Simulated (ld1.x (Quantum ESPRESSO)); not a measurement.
**Gd, PAW: configuration errors across variants**

```json
{
  "Element": "gadolinium",
  "Generator": "ld1.x (Quantum ESPRESSO) 7.5",
  "Type": "PAW",
  "Functional": "LDA (PZ)",
  "Relativity": "scalar-relativistic",
  "Frozen core": "[Kr] 4d10",
  "Valence charge": "18",
  "Reference configuration": "4f7 5s2 5p6 5d1 6s1.75 6p0 (charge +0.25)",
  "Partial waves": "5s (bound): rcut 1.70, rcutus 1.95 bohr; 6s (bound): rcut 1.70, rcutus 1.95 bohr; 5p (bound): rcut 2.35, rcutus 3.10 bohr; 6p (bound, empty): rcut 2.35, rcutus 3.10 bohr; 5d (bound): rcut 1.95, rcutus 2.60 bohr; 5d channel at 1.95 Ry: rcut 1.95, rcutus 2.60 bohr; 4f (bound): rcut 0.60, rcutus 0.70 bohr; 4f channel at 0.95 Ry: rcut 0.60, rcutus 0.70 bohr",
  "Local potential": "all-electron potential smoothed inside 2.95 bohr (lloc = -1)",
  "Core correction": "Bessel-smoothed model core, default radius (core density twice the valence density)",
  "Augmentation charge": "PSQ, inside the norm-conserving radii"
}
```

All-electron excitation energies from the reference (eV): (1) 4f7 5s2 5p6 5d1 6s2 6p0 -1.224; (2) 4f7 5s2 5p6 5d1 6s1 6p0 5.632; (3) 4f7 5s2 5p6 5d1 6s0 6p0 18.009; (4) 4f7 5s2 5p6 5d1 6s1.5 6p0 1.544.

The default core radius of the base comes out at 0.83 bohr.

The overlap operator is not positive definite (basis up to 400 Ry) in “local potential all-electron potential smoothed inside 1.90 bohr (lloc = -2)”, “local potential all-electron potential smoothed inside 2.34 bohr (lloc = -1)”. Such files are unfit for use, however small their errors in these radial tests.

4 further variants failed, have other tests or too few solved ones, and are left out.

Errors AE − PS in meV (a dash: test not solved or not reliable):

```tsv
change	(1)	(2)	(3)	(4)	bound ghosts
base	+0.3	-1.5	-4.2	-0.3	none
local potential all-electron potential smoothed inside 1.90 bohr (lloc = -2)	+0.3	-1.5	-9.3	-0.2	not determined (overlap not positive)
local potential all-electron potential smoothed inside 2.34 bohr (lloc = -1)	+0.2	-2.2	-14	-0.4	not determined (overlap not positive)
waves 5d (bound): rcut 1.95, rcutus 2.66 bohr; 5d channel at 1.95 Ry: rcut 1.95, rcutus 2.66 bohr	+0.3	-1.5	-4.2	-0.3	none
wave 5d channel at 1.95 Ry: rcut 1.95, rcutus 2.60 bohr becomes 5d channel at 4.19 Ry: rcut 1.95, rcutus 2.60 bohr	+0.3	-1.6	-5.7	-0.3	none
core correction Bessel-smoothed model core inside 0.36 bohr	+0.3	-1.5	-4.2	-0.3	none
all radii but the core radius scaled by about 1.26 (s 2.46, p 3.92, d 3.28, f 0.88 bohr, rcut 2.14/2.96/2.46/0.76); local potential all-electron potential smoothed inside 3.72 bohr (lloc = -1)	–	–	–	–	none
```

Problem. Give the same row for: waves 5p (bound): rcut 2.35, rcutus 3.20 bohr; 6p (bound): rcut 2.35, rcutus 3.20 bohr.

Solution. +0.3, -1.5, -4.7, -0.3; bound ghosts: none.
